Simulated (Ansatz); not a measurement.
Consider the formal exchange of groups at the Si–C bond: `N#CC[SiH3]` + `F[CH]1[O][GeH2]1` → `[SiH3][CH]1[O][GeH2]1` + `N#CCF`.

Computed with Ansatz on PBE0-D4/def2-TZVP structures; ΔE is electronic, products minus reactants. CCSD(T)/CBS is the MP2 limit (def2-TZVPP, def2-QZVPP) plus CCSD(T) − MP2 in def2-TZVPP, frozen cores. DFT in def2-TZVPP. B3LYP here is the variant with VWN-RPA as its local correlation; programs differ in this. For Ge outer-core shells are correlated without core-valence functions, which leaves a few kJ/mol of doubt a bond. Scalar relativity is left out up to krypton.

| level | ΔE (kcal/mol) | difference from CCSD(T)/CBS |
| --- | --- | --- |
| PBE-D4 | 15.9 | 3.3 |
| r2SCAN-D4 | 16.2 | 3.6 |
| PBE0-D4 | 15.3 | 2.7 |
| B3LYP-D4 | 14.6 | 2.0 |
| ωB97X-V | 14.2 | 1.6 |
| ωB97M-V | 14.4 | 1.8 |
| B2PLYP | 14.1 | 1.5 |
| PBE | 16.2 | 3.6 |
| r2SCAN | 16.3 | 3.7 |
| PBE0 | 15.6 | 3.0 |
| B3LYP | 15.1 | 2.5 |
| HF/def2-TZVPP | 12.9 | 0.3 |
| MP2/def2-TZVPP | 13.0 | 0.4 |
| SCS-MP2/def2-TZVPP | 12.2 | -0.4 |
| CCSD/def2-TZVPP | 12.7 | 0.1 |
| CCSD(T)/def2-TZVPP | 12.9 | 0.3 |
| HF/def2-QZVPP | 13.0 | 0.4 |
| MP2/def2-QZVPP | 12.8 | 0.2 |
| SCS-MP2/def2-QZVPP | 12.1 | -0.5 |
| HF/CBS(def2) | 13.0 | 0.4 |
| MP2/CBS(def2) | 12.7 | 0.1 |
| CCSD/CBS(def2) | 12.4 | -0.2 |
| CCSD(T)/CBS | 12.6 | 0 |

Largest T1 diagnostic among the species: 0.015.
